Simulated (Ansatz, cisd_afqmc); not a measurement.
Species: Tc, charge 0, sextet.

Total energies in def2-SVP, 7 correlated electrons, 4 frozen orbitals. Radicals and triplets start from unrestricted determinants; spin-orbit coupling is neglected. Correlated methods leave the cores frozen (noble-gas shells, and filled d and f shells in the p block). Past Kr the def2 sets carry scalar-relativistic core potentials. The Monte Carlo rows (phaseless AFQMC, CISD trial, step 0.005/hartree) carry one-sigma bars that omit the constraint's bias. Outlying blocks are dropped, and bars are widened where a walk drifts. Over all cases where full CI ran beside it in this data, AFQMC minus full CI had a median of +0.1 mEh and passed +0.4 mEh in a tenth of the cases. The UHF reference of Tc ([Tc], sextet) is spin-contaminated (<S^2> up to 0.04 over the pure value in the sets run).

```json
[
 {"method": "HF", "program": "Ansatz", "energy (Eh)": "-80.09132", "minus CCSDTQ (mEh)": "100.78"},
 {"method": "MP2", "program": "Ansatz", "energy (Eh)": "-80.17599", "minus CCSDTQ (mEh)": "16.12"},
 {"method": "CCSD", "program": "Ansatz", "energy (Eh)": "-80.18937", "minus CCSDTQ (mEh)": "2.74"},
 {"method": "CCSD(T)", "program": "Ansatz", "energy (Eh)": "-80.19151", "minus CCSDTQ (mEh)": "0.60"},
 {"method": "CCSDT(Q)", "program": "Ansatz", "energy (Eh)": "-80.19210", "minus CCSDTQ (mEh)": "0.01"},
 {"method": "CCSDTQ", "program": "Ansatz", "energy (Eh)": "-80.19211", "minus CCSDTQ (mEh)": "0.00"},
 {"method": "AFQMC/CISD", "program": "cisd_afqmc", "energy (Eh)": "-80.1916 ± 0.0002", "minus CCSDTQ (mEh)": "0.5 ± 0.2"}
]
```

Ansatz is a first-principles code.
